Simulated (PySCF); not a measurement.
**How methods differ on the ionisation energy of Cr¹⁷⁺**

Cr¹⁷⁺ [He] 2s2 2p3 [2p1/2^2 2p3/2^1, M_J = 3/2] → Cr¹⁸⁺ [He] 2s2 2p2 [2p1/2^2, M_J = 0], as a difference of total energies. Calculation: PySCF 2.14, in an even-tempered Gaussian basis (18 s from 3.8 bohr⁻², ratio 2.4; 11 p from 4.9 bohr⁻², ratio 2.4; 5 d from 20 bohr⁻², ratio 2.6; 5 f from 29 bohr⁻², ratio 2.6); the two-component X2C-1e Hamiltonian. Correlated levels: nothing frozen; the 30 highest virtual spinors dropped. "Screened" scales the spin-orbit matrix elements by Boettger's factors to mimic the two-electron term; Breit and QED terms are absent.

| method | ionisation energy (eV) |
| --- | --- |
| GHF (spin-free) | 1302.5 |
| GMP2 (spin-free) | 1302.6 |
| GHF (screened spin-orbit) | 1298.0 |
| GMP2 (screened spin-orbit) | 1297.8 |

The labels give the starting determinants; with spin-orbit coupling the two ends relaxed to ⟨J²⟩ = 3.75, ⟨L²⟩ = 0.11, ⟨S²⟩ = 3.60 and ⟨J²⟩ = 0.94, ⟨L²⟩ = 1.83, ⟨S²⟩ = 1.82.

The determinant of Cr¹⁸⁺ mixes levels of different J (the jj label is only the starting occupation), so the difference between spin-free and spin-orbit rows is not the physical spin-orbit shift.

For comparison: 1294.8 ± 1.6 eV (semi-empirical (NIST evaluation); NIST Atomic Spectra Database, ionization energies).
